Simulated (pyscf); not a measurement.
# •H₂C–GaH–OH (SMILES [CH2][GaH][OH]), doublet

Gas-phase minimum from PySCF at ωB97X-D3(BJ)/def2-SVP, one conformer. Other isomers of •H₂C–GaH–OH were not searched in full and may lie lower. 

```
Ga
O 1 1.7902
H 2 0.9627 1 115.28
H 1 1.5631 2 118.84 3 -0.03
C 1 1.9249 4 127.61 2 179.99
H 5 1.0967 1 123.96 4 -0.07
H 5 1.0971 6 114.13 1 179.97
```
Charge 0, spin multiplicity 2.

Properties at ωB97X-D3(BJ)/def2-SVP:

- Harmonic wavenumbers, unscaled = 176, 215, 382, 497, 586, 608, 651, 717, 733, 804, 1374, 2017, 3153, 3260, 3926 cm⁻¹
- Zero-point energy = 27.3 kcal/mol
- Rotational symmetry number = 1
- Entropy of this conformer at 298 K and 1 atm, rigid rotor and harmonic oscillator, modes under 100 cm⁻¹ raised to 100 = 306.3 J/(mol K)
- Dipole moment = 1.10 D
- Spin expectation value S2 = 0.753

Single-point totals, which compare only within one level (frozen core for MP2 and CC):

```
level                   total energy (hartree)
----------------------  ----------------------
ωB97X-D3(BJ)/def2-TZVP             -2040.59649
PBE/def2-TZVP                      -2040.16817
r²SCAN/def2-TZVP                   -2040.53137
B3LYP-D3(BJ)/def2-TZVP             -2040.66241
PBE0-D3(BJ)/def2-TZVP              -2040.21790
M06-2X/def2-TZVP                   -2040.54314
ωB97M-D3(BJ)/def2-TZVP             -2040.65094
UHF/def2-TZVPP                     -2038.34150
MP2/def2-TZVPP                     -2038.95937
CCSD/def2-TZVPP                    -2038.97654
CCSD(T)/def2-TZVPP                 -2039.00014
```

Soft torsions are taken as harmonic, which can shift the entropy by several J/(mol K). The CCSD(T) − MP2 part came from Ansatz, without density fitting, on the same reference. The frozen core leaves the outer d or s,p core shells of the metals and heavy elements correlated in the MP2 and CC values, and def2-TZVPP describes them poorly, so these totals are far from the basis limit. Elements up to Kr have no core potential and no relativistic terms here.
